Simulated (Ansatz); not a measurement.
Relaxation of Cl4FHOW (8 atoms, charge 0, multiplicity 1), to a largest force component of 0.02 eV/Å in at most 40 steps.

Computed with RKS PBE/def2-SVP (Ansatz).

```xyz
8
Properties=species:S:1:pos:R:3:forces:R:3
W 0.000 0.000 0.000 -0.11 0.99 -1.99
F 0.000 0.000 1.850 -0.16 -0.02 0.79
O 1.940 0.000 0.000 -0.89 -1.60 0.00
H 2.277 -0.952 -0.020 -0.01 1.20 0.01
Cl 0.000 2.390 0.000 0.16 -1.23 0.08
Cl -2.390 0.000 0.000 0.94 -0.17 0.06
Cl 0.000 -2.390 0.000 0.14 0.85 0.08
Cl 0.000 0.000 -2.390 -0.07 -0.02 0.97
```

Task: Where does it end, and by what steps?

Result: The run converged. After 10 steps the energy has fallen by 0.348 eV; H4 moved furthest, 0.19 Å.

| step | energy less start (eV) | largest force component (eV/Å) | accepted |
| --- | --- | --- | --- |
| 0 | 0.0000 | 1.992 | yes |
| 1 | -0.2519 | 0.890 | yes |
| 2 | -0.3144 | 0.620 | yes |
| 3 | -0.3408 | 0.283 | yes |
| 4 | -0.3445 | 0.124 | yes |
| 5 | -0.3464 | 0.162 | yes |
| 6 | -0.3472 | 0.076 | yes |
| 7 | -0.3476 | 0.034 | yes |
| 8 | -0.3478 | 0.024 | yes |
| 9 | -0.3479 | 0.022 | yes |
| 10 | -0.3480 | 0.006 | yes |

```xyz
8
Properties=species:S:1:pos:R:3
W -0.025 0.030 -0.056
F -0.077 0.072 1.832
O 1.845 -0.146 -0.033
H 2.456 -0.905 0.036
Cl 0.074 2.338 0.014
Cl -2.338 -0.095 0.002
Cl -0.016 -2.325 0.015
Cl -0.091 0.079 -2.370
```

Whether the end is a true minimum wasn't checked by a vibrational analysis.

Time of the run: 15 s on 4 threads of INTEL(R) XEON(R) PLATINUM 8581C CPU @ 2.30GHz (Emerald Rapids) (shared host), peak memory 0.24 GiB.
